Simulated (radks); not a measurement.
Values are calculated unless marked as measured or tabulated.
Q: Radial electron density D(r) = 4 pi r^2 rho(r) of an atom or ion with 15 electrons. Level of theory: scalar-relativistic Kohn-Sham, LDA (Slater exchange, VWN5 correlation), spin-polarised, spherical densities, finite nucleus; Fermi nuclear charge, rms radius of each element as measured or else 0.836 A^(1/3) + 0.57 fm (a radial shooting solver on a logarithmic mesh with Libxc functionals).

r (bohr)  D(r) (e/bohr)   spin D(r)
0.0119            3.315  -0.0000929
0.01525           4.876  -0.0000506
0.01939           6.885    0.000136
0.02484           9.475    0.000724
0.03158           12.33     0.00220
0.04047           15.26     0.00584
0.05145           17.45      0.0136
0.06593           18.34      0.0303
0.08382           17.44      0.0610
0.1066            15.16       0.114
0.1365            12.77       0.196
0.1736            12.16       0.295
0.2224            14.00       0.383
0.2828            16.69       0.396
0.3624            17.48       0.284
0.4606            14.60      0.0931
0.5903            9.190    -0.00707
0.7504            4.753       0.220
0.954             3.017       0.823
1.222             3.184        1.54
1.554             3.251        1.83
1.991             2.367        1.47
2.532             1.185       0.809
3.244            0.3728       0.280
4.124           0.07415      0.0608
5.285          0.007554     0.00670
6.719         0.0004007    0.000376

What is the nuclear charge?

A: Z = 16. The innermost maximum, from 1s, lies near gamma/Z bohr with gamma = sqrt(1 - (Z/c)^2) = 0.993, here 0.0621 bohr (found: 0.0659), and its height grows with Z. The density is that of the sulfur ion S+ in [Ne] 3s2 3p3; the configuration itself is not fixed sharply by these data, and Z only to about a unit. D(r) has 3 maxima, at r = 0.0659, 0.340, 1.41 bohr, and minima at 0.164, 1.02 bohr, inside which lie 2.18, 10.38 electrons.
